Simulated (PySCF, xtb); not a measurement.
B(H)2(SMe) (CH₅BS), SMILES S(B)C.

Harmonic wavenumbers (cm⁻¹) from xtb with GFN2-xTB at its own minimum, in rising order: 67, 270, 407, 709, 790, 800, 845, 938, 972, 1161, 1316, 1447, 1456, 2651, 2709, 3044, 3053, 3064.

Problem. What does B3LYP-D3(BJ)/def2-TZVP (PySCF) give at its own minimum? (An estimate is asked for; the answer gives what the named calculation found.)

Solution. 64, 298, 465, 685, 792, 839, 928, 988, 990, 1198, 1354, 1472, 1484, 2598, 2698, 3057, 3135, 3155. Paired by order, the mean absolute difference is 38 cm⁻¹ and the zero-point energies are 36.7 and 37.5 kcal/mol.
